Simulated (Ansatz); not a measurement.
Several settings on one geometry of the cluster Os2O2⁺ (that of the charge 1 doublet, PBE0-D4/def2-TZVP). Ansatz on 4 threads of Arm Neoverse V1 on a shared host; times are rough.

```xyz
4

Os   -1.540    0.906   -0.216
Os    0.355   -0.436    0.436
O     0.208    1.409   -0.139
O     0.977   -1.879   -0.081
```

Totals from different functionals, basis sets or treatments of relativity can't be compared as stabilities.

In the def2 sets Os takes a core potential; there is no spin–orbit coupling.

The spins typed aren't always the lowest for that charge.

Problem. Give the basis size and estimate the energy, ⟨S²⟩ and time of these runs.

| run | method | charge | state | further keys |
| --- | --- | --- | --- | --- |
| 1 | UKS revPBE0-D4/def2-TZVP | 1 | quartet | nuclear_model: gaussian |
| 2 | UKS BLYP/def2-SVP | 1 | doublet | nuclear_model: gaussian; accuracy: high; scf: {lower_state_search: off} |
| 3 | UKS SVWN5/def2-TZVP | 1 | doublet | final_grid: {core_spheres: 5, valence_spheres: 4, degree: 11}; scf: {omitted_lower_state_checks: [starts]}; forces asked |

Solution. 
```
run  functions  energy (Eh)  ⟨S²⟩  wall time
  1        142    -331.4816  4.56       54 s
  2         92    -331.3227  1.72      4.1 s
  3        142    -330.2459  1.53      1.9 s
```

At UKS revPBE0-D4/def2-TZVP the charge 1 quartet is spin-contaminated (final ⟨S²⟩ up to 4.56, 3.75 for a pure state). At UKS BLYP/def2-SVP, UKS SVWN5/def2-TZVP the charge 1 doublet is spin-contaminated (final ⟨S²⟩ up to 1.72, 0.75 for a pure state).
